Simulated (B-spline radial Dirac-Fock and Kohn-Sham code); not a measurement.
# Dipole and non-dipole photoemission parameters of V⁵⁺ 2p1/2

System: V⁵⁺ in the configuration 1s2 2s2 2p6 3s2 3p6; threshold 619.5 eV (orbital energy of the model). The computed values come from a radial B-spline solver: Dirac-Hartree-Slater photoionisation with a Latter tail; cross sections with all multipoles, angular parameters from the dipole term and its interference with E2.

For linearly polarised light dσ/dΩ = σ/(4π) [1 + β P₂(cos θ) + (δ + γ cos²θ) sin θ cos φ], with θ from the polarisation vector and φ the angle between the beam and the projection of the electron momentum on the plane normal to the polarisation.

```
hν (eV)  σ (kb)      β       γ      δ
    735     296  1.326  -0.031  0.013
    781     254  1.378   0.006  0.015
    900     176  1.441   0.095  0.018
   1240    74.7  1.457   0.297  0.025
 1253.6    72.4  1.456   0.304  0.026
   1340    60.1  1.447   0.346  0.028
   1520    42.1  1.422   0.424  0.032
   1570    38.3  1.415   0.444  0.033
   1610    35.6  1.409   0.459  0.034
 2984.4    5.55  1.190   0.812  0.069
   4670    1.32  0.984   1.031  0.113
   7750   0.240  0.746   1.247  0.190
 8047.8   0.211  0.729   1.262  0.197
   8330       ?      ?       ?      ?
   9290   0.128  0.666   1.319  0.225
  15000  0.0233  0.474   1.496  0.337
```

**Question.** Give the values at 8330 eV.

**Answer.** σ = 0.187 kb, β = 0.714, γ = 1.276, δ = 0.203.
